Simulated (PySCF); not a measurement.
Nb(O)(Cl)2(Me) (CH₃Cl₂NbO), SMILES [CH3][Nb](=[O])([Cl])[Cl], multiplicity 1.

Geometry optimised at PBE0-D3(BJ)/def2-SVP. The spin state was assumed, not searched. The structure was generated by enumeration; whether it is a known compound was not checked. The def2 effective core potentials stand for the cores of Nb; spin–orbit coupling is left out.

Method: PBE0-D3(BJ)/def2-SVP run with PySCF.

Frequencies are harmonic and unscaled.

Q: Give all harmonic wavenumbers and intensities. (An estimate is asked for; the answer gives what the named calculation found.)

A: 
| mode | ν (cm⁻¹) | IR (km/mol) | Raman (Å⁴/amu) | depolarisation | moving atoms (share of kinetic energy) |
|---|---|---|---|---|---|
| 1 | 97 | 3.5 | 2.8 | 0.75 | Cl 75 %, Nb 17 % |
| 2 | 124 | 0.3 | 0.4 | 0.75 | H 91 % |
| 3 | 130 | 3.3 | 1.7 | 0.73 | Cl 35 %, Nb 30 %, C 17 %, H 9 %, O 9 % |
| 4 | 135 | 0.1 | 3.8 | 0.75 | C 41 %, H 33 %, Cl 21 % |
| 5 | 216 | 1.6 | 2.5 | 0.75 | O 72 %, Cl 24 % |
| 6 | 223 | 4.6 | 2.8 | 0.74 | O 60 %, C 14 %, H 14 % |
| 7 | 396 | 30.0 | 8.7 | 0.04 | Cl 80 %, Nb 16 % |
| 8 | 433 | 64.7 | 1.5 | 0.75 | Cl 46 %, Nb 31 %, H 18 % |
| 9 | 521 | 51.3 | 2.6 | 0.75 | H 64 %, C 15 %, Nb 12 %, Cl 9 % |
| 10 | 553 | 59.5 | 13.5 | 0.14 | C 62 %, H 22 %, Nb 15 % |
| 11 | 626 | 8.1 | 3.9 | 0.75 | H 76 %, C 19 % |
| 12 | 1065 | 171.7 | 20.0 | 0.05 | O 84 %, Nb 15 % |
| 13 | 1172 | 8.3 | 3.2 | 0.57 | H 78 %, C 22 % |
| 14 | 1381 | 13.4 | 14.7 | 0.75 | H 94 % |
| 15 | 1385 | 14.1 | 15.1 | 0.70 | H 95 % |
| 16 | 3032 | 7.2 | 166.0 | 0.01 | H 98 % |
| 17 | 3147 | 0.1 | 83.3 | 0.75 | H 91 %, C 9 % |
| 18 | 3155 | 0.4 | 74.7 | 0.75 | H 90 %, C 10 % |
